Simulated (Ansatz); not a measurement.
Frontier orbitals of `[SbH2][TeH]`.

The species carries charge 0 and has multiplicity 1. Correlated methods include outer-core shells of Sb, Te, which these sets cover unevenly. Sb, Te takes the def2 core potential. The geometry is a stationary point of PBE0-D4/def2-TZVP. Basis def2-TZVPP, Ansatz 0.2.0.

| functional | HOMO (eV) | LUMO (eV) |
| --- | --- | --- |
| HSE06 (plane-wave form) | -6.05 | -1.97 |

Task: Give HOMO and LUMO (eV) with LDA (SPW92), PBE, revPBE, BLYP, r2SCAN, B97M-V, PBE0, B3LYP, r2SCANh, r2SCAN0, BHLYP, CAM-B3LYP, LC-ωPBE, ωB97X-V, ωB97M-V, HF. (Estimate.)

Result: The calculation gave: 
| functional | HOMO | LUMO |
| --- | --- | --- |
| LDA (SPW92) | -5.54 | -2.53 |
| PBE | -5.41 | -2.31 |
| revPBE | -5.36 | -2.23 |
| BLYP | -5.23 | -2.21 |
| r2SCAN | -5.66 | -2.14 |
| B97M-V | -5.65 | -2.06 |
| PBE0 | -6.44 | -1.61 |
| B3LYP | -6.21 | -1.81 |
| r2SCANh | -6.03 | -1.89 |
| r2SCAN0 | -6.60 | -1.52 |
| BHLYP | -7.30 | -0.84 |
| CAM-B3LYP | -7.63 | -0.71 |
| LC-ωPBE | -8.94 | 0.32 |
| ωB97X-V | -8.62 | 0.23 |
| ωB97M-V | -8.50 | 0.06 |
| HF | -8.67 | 1.20 |

B3LYP here is the variant with VWN-RPA as its local correlation; programs differ in this. LC-ωPBE has ω = 0.4 bohr⁻¹. Positive LUMOs are unbound and depend on the basis.
